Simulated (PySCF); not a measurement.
## Bond length, frequency and bond energy of BPb by level of theory

State: ⁴Σ⁻ (quartet), unpaired electrons σ ↑, π ↑↑. Set-up: basis B cc-pVTZ, Pb cc-pVTZ-PP with ECP60; scalar-relativistic core potentials; PySCF 2.14. De refers to B + Pb in their high-spin ground configurations, without counterpoise correction. The functionals are run spin-unrestricted. A positive dipole means B(−)Pb(+).

```json
{"Level": "UHF", "Re (Å)": "2.255", "ωe (cm⁻¹)": "467", "De (eV)": "1.20", "μ (D)": "1.26"}
{"Level": "UHF-MP2", "Re (Å)": "2.229", "ωe (cm⁻¹)": "596", "De (eV)": "2.43", "μ (D)": "n/a"}
{"Level": "UHF-SCS-MP2", "Re (Å)": "2.240", "ωe (cm⁻¹)": "574", "De (eV)": "2.01", "μ (D)": "n/a"}
{"Level": "UHF-CCSD", "Re (Å)": "2.259", "ωe (cm⁻¹)": "508", "De (eV)": "2.11", "μ (D)": "n/a"}
{"Level": "UHF-CCSD(T)", "Re (Å)": "2.263", "ωe (cm⁻¹)": "510", "De (eV)": "2.31", "μ (D)": "n/a"}
{"Level": "PBE", "Re (Å)": "2.280", "ωe (cm⁻¹)": "484", "De (eV)": "2.82", "μ (D)": "1.96"}
{"Level": "BLYP", "Re (Å)": "2.310", "ωe (cm⁻¹)": "457", "De (eV)": "2.49", "μ (D)": "1.91"}
{"Level": "r²SCAN", "Re (Å)": "2.259", "ωe (cm⁻¹)": "506", "De (eV)": "2.72", "μ (D)": "1.73"}
{"Level": "r²SCANh", "Re (Å)": "2.251", "ωe (cm⁻¹)": "513", "De (eV)": "2.62", "μ (D)": "1.70"}
{"Level": "PBE0", "Re (Å)": "2.251", "ωe (cm⁻¹)": "512", "De (eV)": "2.56", "μ (D)": "1.89"}
{"Level": "MN15", "Re (Å)": "2.247", "ωe (cm⁻¹)": "495", "De (eV)": "2.52", "μ (D)": "1.58"}
{"Level": "LC-ωPBE", "Re (Å)": "2.198", "ωe (cm⁻¹)": "559", "De (eV)": "2.19", "μ (D)": "1.88"}
```

The bond length runs from 2.198 Å (LC-ωPBE) to 2.310 Å (BLYP). De spans 1.20 eV (UHF, mean field) to 2.82 eV (PBE, GGA). Correlation at CCSD(T) changes the Hartree–Fock bond energy by +1.11 eV; the triples alone change it by +0.20 eV.

Correlated steps freeze 5 core orbitals. Spin–orbit coupling is left out, which matters for elements this heavy, above all for dissociation energies. The state was picked by a PBE0 search and need not be the measured ground state.
